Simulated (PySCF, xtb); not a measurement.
C4H2BrCl, SMILES C(=C(/Br)Cl)/C#C.

GFN2-xTB in xtb at its own geometry gives an orbital gap of 3.44 eV and a dipole moment of 2.80 D.

The structure is a stationary point at r2SCAN-D4/def2-SVP. The structure was generated by enumeration; whether it is a known compound was not checked.

What does PBE/def2-TZVP (PySCF) give? (An estimate is asked for; the answer gives what the named calculation found.)

gap 3.54 eV (levels -5.99 and -2.45 eV), dipole 0.75 D.
